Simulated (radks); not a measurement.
Valence configurations of Gd3+ (all share [Xe]). All-electron calculation, scalar-relativistic Kohn-Sham, r2SCAN, spin-polarised, spherical densities, finite nucleus; open shells are filled with parallel spins first (spin-orbit coupling, left out, can overturn this in heavy ions); meta-GGA in the generalised Kohn-Sham scheme; Fermi nuclear charge, rms radius 5.1569 fm. Program: a radial shooting solver on a logarithmic mesh with Libxc functionals. Energies are relative to 4f7; eigenvalues in eV for spin up.

valence          E (eV)  moment (Bohr magnetons)    e(4f)    e(5d)    e(6p)    e(6s)
4f7               0.000                        7  -35.948        -        -        -
4f6.5 5d0.5       6.256                        7  -39.484  -25.859        -        -
4f6 5d1          13.711                        7  -43.144  -27.025        -        -
4f6 6s1          17.394                        7  -46.461        -        -  -25.607
4f6 5d0.5 6p0.5  18.427                        7  -45.394  -28.479  -19.042        -
4f6 6p1          23.170                        7  -47.589        -  -20.250        -
4f5 5d2          32.568                        7  -50.822  -29.240        -        -
4f5 5d1 6p1      43.713                        7  -55.455  -32.186  -20.826        -
4f5 6s2          44.739                        5  -57.944        -        -  -27.320
4f5 6p2          55.373                        7  -59.956        -  -22.787        -

NIST lists [Xe] 4f7 as the ground configuration; this level of theory agrees among the configurations tried. The energies are those of spherical high-spin densities, not of single terms.
